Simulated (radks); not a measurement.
All-electron atom: Pd V in [Ar] 3d10 4s2 4p5 4d6 5d1 (not the ground configuration).

All-electron calculation, scalar-relativistic Kohn-Sham, LDA (Slater exchange, Perdew-Wang correlation), spin-polarised, spherical densities, finite nucleus; open shells are filled with parallel spins first (spin-orbit coupling, left out, can overturn this in heavy ions); Fermi nuclear charge, rms radius 4.5318 fm. Program: a radial shooting solver on a logarithmic mesh with Libxc functionals.

Energy parts (hartree):
part                        energy
total                  -5033.75281
kinetic                 5220.02662
electron-nucleus      -12062.22084
Hartree                 1945.11342
exchange-correlation    -136.67200

Orbitals (lengths in bohr, moments of r in powers of bohr; <r^-3> diverges for s and p1/2):
orbital  occ.  eigenvalue (hartree)   <1/r>  <r^-3>
1s up       1             -889.6283   48.18       -
1s down     1             -889.6181   48.18       -
2s up       1             -132.2165   10.93       -
2s down     1             -132.1758   10.93       -
2p up       3             -118.9013   10.58    3500
2p down     3             -118.8654   10.58    3501
3s up       1             -25.98672   3.822       -
3s down     1             -25.95188   3.823       -
3p up       3             -21.61057   3.644   618.4
3p down     3             -21.57265   3.645   618.6
3d up       5             -14.63968   3.420   84.28
3d down     5             -14.59329   3.422   84.33
4s up       1              -5.70269   1.494       -
4s down     1              -5.52784   1.497       -
4p up       3              -4.40535   1.360   109.5
4p down     2              -4.23031   1.360   109.7
4d up       5              -2.49041   1.100   10.69
4d down     1              -2.32557   1.090   10.49
5d up       1              -0.94129  0.4216   1.873
5d down     0              -0.87430  0.4084   1.769

The highest occupied level is 5d up at -25.614 eV. The spin density at the nucleus is -3.781 e/bohr^3 (1s -0.826, 2s -1.382, 3s -0.165, 4s -1.409). The electron density at the nucleus is 1.354e+05 e/bohr^3 (large components only). The density falls to 0.001 e/bohr^3 at r = 4.11 bohr. Spin moment in Bohr magnetons: 6.
